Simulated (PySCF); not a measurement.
**Static response to an electric field**

C6H9Cl.
Geometry (GFN2-xTB, Å), atoms numbered from 1 in this order:
```
atom  x, y, z in Å
C1     2.091   -0.033   -0.768
C2     0.671   -0.120   -0.331
C3    -0.098   -1.195   -0.246
C4    -1.483   -0.874    0.233
C5    -1.360    0.573    0.726
Cl6   -1.181    0.590    2.510
C7    -0.085    1.119    0.077
H8     2.713    0.333    0.049
H9     2.189    0.666   -1.598
H10    2.458   -1.007   -1.079
H11    0.188   -2.202   -0.491
H12   -2.200   -0.936   -0.591
H13   -1.820   -1.549    1.020
H14   -2.244    1.176    0.520
H15    0.487    1.749    0.761
H16   -0.332    1.719   -0.803
```

Level: PBE0/def2-SVPD (PySCF), static field, nuclei fixed, core orbitals frozen in the response. The polarisability tensor in these axes (au):

```
x   85.84  5.36 -8.90
y    5.36 80.11  3.10
z   -8.90  3.10 79.75
```

**Question.** Diagonalise the tensor; give its mean and Δα, where Δα² is half the sum of the squared differences of the eigenvalues.

**Answer.** Principal values 70.11, 82.79 and 92.79 au; mean 81.90 au = 12.14 Å³ = 13.50 × 10⁻⁴⁰ C²·m²/J; Δα = 19.68 au (24 % of the mean).

**Question.** What is the dipole moment, and where does it point?

**Answer.** (0.27, -0.03, -2.28) D, 2.30 D in size, pointing from the negative to the positive side. Measured along this direction, the outermost atoms are Cl6 at the negative end and H9 at the positive end.

**Question.** Give the principal axes and the span of the nuclei along them.

**Answer.** Largest value along (0.83, 0.23, -0.51), where the nuclei span 5.16 Å; middle along (0.11, 0.84, 0.54), 4.01 Å; least along (0.55, -0.50, 0.67), 2.94 Å. The response follows the extents in order.

**Question.** Traceless (Buckingham) quadrupole moment about the centre of nuclear charge: eigenvalues?

**Answer.** -6.22, 2.61, 3.60 D·Å. The values depend on the origin, since the dipole doesn't vanish. The electronic extent ⟨r²⟩ about the same centre is 988 bohr², a root-mean-square distance of 2.11 Å for the 62 electrons.

**Question.** Find the Langevin capture rate constant for NO+ (29.998 u) meeting this molecule (116.039 u), k = 2.342 × 10⁻⁹ cm³/s × √(α in Å³ / reduced mass in u).

**Answer.** The reduced mass is 23.84 u, so k = 1.67 × 10⁻⁹ cm³/s. The formula leaves out the permanent dipole, which adds to the capture rate.

The structure is a single GFN2-xTB conformer in the gas phase; no vibrational or solvent corrections.
